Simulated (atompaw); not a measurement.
**Before and after: PAW (atompaw) potential for Pb (Z = 82)**

| Item | Value |
| --- | --- |
| Element | lead (Pb) |
| Generator | atompaw 4.2.0.5 |
| Type | PAW |
| Functional | PBE |
| Relativity | scalar-relativistic |
| Frozen core | [Xe] 4f14 5d10 |
| Valence charge | 4 |
| Reference configuration | 6s2 6p2 |
| Partial waves | 6s (bound): rc 2.10 bohr; 6s channel at 0.4 Ry: rc 3.00 bohr; 6p (bound): rc 3.00 bohr; 6p channel at 0.2 Ry: rc 3.00 bohr; 6d channel at 0.3 Ry: rc 2.65 bohr |
| Local potential | bessel scheme, radius 2.35 bohr |
| Core correction | smooth core density matched at 2.30 bohr |
| Augmentation charge | sinc compensation charge, radius 3.00 bohr; PAW radius 3.00 bohr; waves and projectors: custom polynom2 7 10 vanderbiltortho |

All-electron outer shells of the reference configuration (PBE, scalar-relativistic, ld1.x):

```
shell  level (eV)  outermost node (bohr)  outermost maximum (bohr)
   5p      -85.83                   0.49                      0.88
   5d      -21.18                   0.52                      1.07
   6s      -12.04                   1.01                      1.95
   6p       -3.50                   1.18                      2.67
```

Change: all radii scaled by about 1.23 (s 2.58, p 3.68, d 3.24 bohr); local potential bessel scheme, radius 2.88 bohr; augmentation sinc compensation charge, radius 3.68 bohr; PAW radius 3.68 bohr; waves and projectors: custom polynom2 7 10 vanderbiltortho; core correction smooth core density matched at 2.82 bohr.

Cutoffs: the cutoffs (Ry, on a coarse ladder) from which the occupation-weighted sum of valence levels, in a spherical-Bessel basis at the reference potential, stays within 10 and 1 mRy of its value at 400 Ry; they do not see the model core or the augmentation charge, which bear on the density cutoff.

**Question.** What does the change do?

**Answer.** The potential gets harder (10 Ry and 18 Ry → 12 Ry and 30 Ry); neither file shows a bound ghost.

| quantity | base | changed |
| --- | --- | --- |
| cutoff, loose | 10 Ry | 12 Ry |
| cutoff, tight | 18 Ry | 30 Ry |
| bound ghosts | none | none |
| lowest overlap eigenvalue by channel | s 0.16, p 0.89, d 1.00 | s 0.47, p 0.86, d 1.00 |

 The cutoffs see the waves, projectors and local potential, not the compensation charge or the core.
